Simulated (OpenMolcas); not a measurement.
**Computed transition rates of Hg**

| Quantity | Value |
| --- | --- |
| Program | OpenMolcas 26.06 |
| Method | SS-CASPT2, IPEA 0.25 Eh, imaginary shift 0.1 Eh (closed shells correlated: 5d) |
| Basis | ANO-RCC [10s10p9d6f4g2h] |
| Scalar Hamiltonian | DKH2, point nucleus |
| Active space | 2 electrons in 8 orbitals (6s 6p 7s 7p) |
| State averaging | 2S+1 = 3 even, 3 roots (0 in the spin-orbit step); 2S+1 = 1 even, 1 root; 2S+1 = 3 odd, 3 roots; 2S+1 = 1 odd, 3 roots |
| Spin-orbit coupling | RASSI with atomic mean-field integrals over the reference wave functions, term energies averaged over their components |

Rates come from the transition moments of the reference wave functions (E1 and E2 in the length form). At fixed line strength A goes as λ^-3 for E1 and M1 and as λ^-5 for E2, so a rate at the computed wavelength can be rescaled to the measured one. Measured vacuum wavelengths follow from level energies in NIST Handbook of Basic Atomic Spectroscopic Data. Branching counts decays inside the model space alone, at computed energies, and the table is only a selection of the E2 and M1 lines, drawn from those between levels with measured partners whose computed energy lies within a factor of 1.5 of the measured one.

```csv
Upper,Lower,Type,λ computed (nm),λ measured (nm),A computed (s-1),A rescaled (s-1),Branching %
6s 6p ³P°₂,6s 6p ³P°₁,M1,2781,2160,6.25e-01,1.33e+00,97.3
6s 6p ³P°₂,6s 6p ³P°₁,E2,2781,2160,4.50e-03,1.59e-02,0.7
6s 6p ³P°₂,6s 6p ³P°₀,E2,1911,1563,1.31e-02,3.58e-02,2.0
```

The largest correction is for 6s 6p ³P°₂ → 6s 6p ³P°₁ (E2): 4.50e-03 × (2781 / 2160)^5 = 1.59e-02 s-1, a factor of 3.54.

No measured rate stands beside these. Rescaling mends the energy factor alone: line strengths can still be far off where a level mixes with configurations outside the active space, and weak or spin-changing lines hang on small mixing coefficients that depend on the term gaps too, so rescaling need not improve them.

Some high roots are left out of the spin-orbit mixing, which shifts the levels that they would mix with. Active for correlation alone: 7p 7s; no level in the range computed is led by a configuration that fills them, so any true level of that kind is missing. Spin-orbit splittings of 6p shells tend to come out small when the coupling is added on scalar orbitals. Measured partners are found by configuration, term and J. A level has none where our copy of the source lacks it or the pairing is in doubt (some pairs that miss far off the trend of their configuration count as doubtful). Levels of configurations outside the active space are missing.

° marks odd parity.
